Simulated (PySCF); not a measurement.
## Löwdin shares of the frontier orbitals

C4H6F3OP.
Z-matrix (Å and degrees, GFN2-xTB geometry), rows numbered from 1:
```
C 
C   1  1.4944
O   2  1.1987  1  125.72
P   2  1.8864  1  115.53  3  -176.14
C   4  1.8371  2   98.40  1  -156.28
C   4  1.8932  2   95.36  1   -59.33
F   6  1.3385  4  109.98  2  -161.61
F   6  1.3457  4  114.00  2   -42.09
F   6  1.3394  4  112.43  2    79.10
H   1  1.0907  2  108.83  3   -99.20
H   1  1.0889  2  110.34  3   142.46
H   1  1.0880  2  110.32  3    19.56
H   5  1.0902  4  111.22  2    45.16
H   5  1.0889  4  107.49  2   -74.35
H   5  1.0896  4  109.15  2   167.43
```

Theory: TDDFT CAM-B3LYP/def2-SVPD, vertical, gas phase, core orbitals frozen in the response in PySCF 2.14.0, density-fitted response routines.

Frontier orbitals with the atoms that hold most of them (Löwdin shares over 4%, at most four atoms; ? is withheld):

```
orbital  ε (eV)                            atoms
 HOMO-3  -12.25   O3 32%, C1 17%, C2 14%, C5 10%
 HOMO-2  -11.67   C5 25%, P4 23%, C6 14%, F9 13%
 HOMO-1   -9.95   P4 39%, O3 19%, C5 10%, C2 10%
   HOMO   -8.68                                ?
   LUMO   -0.26                                ?
 LUMO+1    0.97    P4 29%, C5 20%, H14 7%, C2 7%
 LUMO+2    1.31  C1 25%, H11 12%, F9 10%, H10 8%
```

(1) Which atoms hold the LUMO, and with what shares?

(2) Give the leading atoms of the HOMO.

(3) The HOMO–LUMO gap is 8.42 eV. Where does the response calculation put the lowest singlet, and from which orbitals?

## Answers

(1) C2 (bonded to C, O and P) 35%; O3 (bonded to C) 30%; P4 (bonded to 3 C) 13%; C1 (bonded to C and 3 H) 8%. By element: carbon 42% or more, oxygen 30%, phosphorus 13%.

(2) O3 (bonded to C) 35%; P4 (bonded to 3 C) 34%; C2 (bonded to C, O and P) 12%; C1 (bonded to C and 3 H) 6%. By element: oxygen 35%, phosphorus 34%, carbon 18% or more.

(3) S1 is at 3.97 eV (f = 0.0057), 4.45 eV below the gap, made of HOMO→LUMO (85%), HOMO-1→LUMO (10%). Without the coupling terms of the response equations the lowest excitation would equal the gap.

Next come S2 at 6.06 eV (f 0.048), HOMO-1→LUMO (69%), HOMO→LUMO+1 (15%), HOMO→LUMO (9%); S3 at 6.32 eV (f 0.017), HOMO→LUMO+1 (63%), HOMO→LUMO+3 (17%), HOMO-1→LUMO (14%); S4 at 6.93 eV (f 0.175), HOMO→LUMO+3 (69%), HOMO→LUMO+1 (10%); S5 at 7.24 eV (f 0.035), HOMO→LUMO+2 (84%).

Löwdin shares depend on the basis, the more so with diffuse functions.

One conformer stands for the species.
